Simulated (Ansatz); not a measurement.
Ansatz (a quantum-chemistry and plane-wave program) job for Si(CCH)2(Cl)2 (C₄H₂Cl₂Si), SMILES C#C[Si](Cl)(Cl)C#C, PBE-D3(BJ)/def2-SVP. 

Ansatz 0.2 input:
```yaml
crystal:
  periodic: [false, false, false]
  atoms:
    - {symbol: C, position_ang: [-2.49351345, 0.00000001, 1.76099325]}
    - {symbol: C, position_ang: [-1.49498362, 0.00000000, 1.06718413]}
    - {symbol: Si, position_ang: [-0.00000000, -0.00000000, 0.03922726]}
    - {symbol: Cl, position_ang: [0.00000001, 1.66725381, -1.15398445]}
    - {symbol: Cl, position_ang: [-0.00000000, -1.66725381, -1.15398446]}
    - {symbol: C, position_ang: [1.49498362, -0.00000001, 1.06718414]}
    - {symbol: C, position_ang: [2.49351343, -0.00000001, 1.76099327]}
    - {symbol: H, position_ang: [-3.37799935, 0.00000000, 2.37408058]}
    - {symbol: H, position_ang: [3.37799933, -0.00000001, 2.37408061]}
basis:
  gaussian:
    orbitals: def2-SVP
hamiltonian:
  xc: pbe
  dispersion: d3bj
relax: {f_tol: 0.002, max_steps: 200}
```

It prints:

```
WARN ansatz: RAYON_NUM_THREADS=1 ignored (pool sized by the plan → 1); use --threads N
Functional definition: PBE
integrals: 0.07 GiB planned
1334 factors; their error is unknown
mean field: 0.35 GiB planned
mean field evaluation 1: about -37059.7649 eV, gradient 5.8e1 eV
mean field evaluation 2: about -37046.8462 eV, gradient 8.8e1 eV
mean field evaluation 4: about -37068.6101 eV, gradient 2.1e1 eV
mean field evaluation 8: about -37069.6397 eV, gradient 2.0e-1 eV
mean field evaluation 16: about -37069.5674 eV, gradient 5.2e-4 eV
mean field -37069.56738364 eV, -1362.2814746934 hartree, gradient 1.4e-5 eV, S^2 0.000000; 0 other end points of the search recorded, 0 dependent functions left out
the calculation of the forces begins
reference -37069.56741911 eV, -1362.2814759969 hartree; 37, 37 occupied and 83, 83 virtual orbitals, 1334 factors
relax step   1: F+E_penalty+E_count = -37069.86745150 eV  Δ(F+E_penalty+E_count) = +0.000e0 eV  max|allowed force component| = 8.632e-1 eV/Å  Δτ_max = 0.0000 Å  (29 SCF iters, accepted)
these checks for a lower state are left out or cut short: starts, cluster_reference, orbital_swaps, neighbouring_geometries, increment
integrals: 0.07 GiB planned
1334 factors; their error is unknown
mean field: 0.35 GiB planned
mean field -37069.59219068 eV, -1362.2823863356 hartree, gradient 1.1e-5 eV, S^2 0.000000; 0 other end points of the search recorded, 0 dependent functions left out
the calculation of the forces begins
reference -37069.59222637 eV, -1362.2823876472 hartree; 37, 37 occupied and 83, 83 virtual orbitals, 1334 factors
relax step   2: F+E_penalty+E_count = -37069.88996100 eV  Δ(F+E_penalty+E_count) = -2.251e-2 eV  max|allowed force component| = 5.353e-2 eV/Å  Δτ_max = 0.0223 Å  (30 SCF iters, accepted)
these checks for a lower state are left out or cut short: starts, cluster_reference, orbital_swaps, neighbouring_geometries, increment
integrals: 0.07 GiB planned
1334 factors; their error is unknown
mean field: 0.35 GiB planned
mean field evaluation 32: about -37069.5926 eV, gradient 1.6e-4 eV
mean field -37069.59256812 eV, -1362.2824002062 hartree, gradient 1.1e-5 eV, S^2 0.000000; 0 other end points of the search recorded, 0 dependent functions left out
the calculation of the forces begins
reference -37069.59260383 eV, -1362.2824015184 hartree; 37, 37 occupied and 83, 83 virtual orbitals, 1334 factors
relax step   3: F+E_penalty+E_count = -37069.89026885 eV  Δ(F+E_penalty+E_count) = -3.079e-4 eV  max|allowed force component| = 3.207e-2 eV/Å  Δτ_max = 0.0062 Å  (30 SCF iters, accepted)
these checks for a lower state are left out or cut short: starts, cluster_reference, orbital_swaps, neighbouring_geometries, increment
integrals: 0.07 GiB planned
1334 factors; their error is unknown
mean field: 0.35 GiB planned
mean field -37069.59261629 eV, -1362.2824019764 hartree, gradient 6.3e-5 eV, S^2 0.000000; 0 other end points of the search recorded, 0 dependent functions left out
the calculation of the forces begins
reference -37069.59265200 eV, -1362.2824032886 hartree; 37, 37 occupied and 83, 83 virtual orbitals, 1334 factors
relax step   4: F+E_penalty+E_count = -37069.89029936 eV  Δ(F+E_penalty+E_count) = -3.051e-5 eV  max|allowed force component| = 8.922e-3 eV/Å  Δτ_max = 0.0016 Å  (21 SCF iters, accepted)
these checks for a lower state are left out or cut short: starts, cluster_reference, orbital_swaps, neighbouring_geometries, increment
integrals: 0.07 GiB planned
1334 factors; their error is unknown
mean field: 0.35 GiB planned
mean field -37069.59262771 eV, -1362.2824023962 hartree, gradient 1.2e-5 eV, S^2 0.000000; 0 other end points of the search recorded, 0 dependent functions left out
the calculation of the forces begins
reference -37069.59266342 eV, -1362.2824037084 hartree; 37, 37 occupied and 83, 83 virtual orbitals, 1334 factors
relax step   5: F+E_penalty+E_count = -37069.89030092 eV  Δ(F+E_penalty+E_count) = -1.560e-6 eV  max|allowed force component| = 4.548e-4 eV/Å  Δτ_max = 0.0003 Å  (20 SCF iters, accepted)
integrals: 0.07 GiB planned
1334 factors; their error is unknown
mean field: 0.35 GiB planned
mean field evaluation 64: about -37069.5926 eV, gradient 7.4e-6 eV
mean field -37069.59262771 eV, -1362.2824023962 hartree, gradient 1.2e-5 eV, S^2 0.000000; 1 other end points of the search recorded, 0 dependent functions left out
the calculation of the forces begins
reference -37069.59266342 eV, -1362.2824037084 hartree; 37, 37 occupied and 83, 83 virtual orbitals, 1334 factors
Total energy: -37069.89033662 eV, -1362.2933429968 hartree
Atom 0 at    -2.507647     0.000000     1.767305 Å, force    -0.000256    -0.000000     0.000262 eV/Å
Atom 1 at    -1.499551     0.000000     1.066054 Å, force     0.000208     0.000000    -0.000064 eV/Å
Atom 2 at    -0.000000     0.000000     0.034205 Å, force    -0.000000    -0.000000    -0.000455 eV/Å
Atom 3 at     0.000000     1.681722    -1.167273 Å, force     0.000000    -0.000191     0.000103 eV/Å
Atom 4 at     0.000000    -1.681722    -1.167273 Å, force     0.000000     0.000191     0.000103 eV/Å
Atom 5 at     1.499551    -0.000000     1.066054 Å, force    -0.000208    -0.000000    -0.000064 eV/Å
Atom 6 at     2.507647    -0.000000     1.767305 Å, force     0.000256     0.000000     0.000262 eV/Å
Atom 7 at    -3.397250    -0.000000     2.384698 Å, force     0.000023     0.000000    -0.000074 eV/Å
Atom 8 at     3.397250    -0.000000     2.384698 Å, force    -0.000023    -0.000000    -0.000074 eV/Å
Dipole moment:    -0.000000    -0.000000     0.446999 e Å
```

Self-consistency was reached.

Cost: around 14 core-seconds (rough).
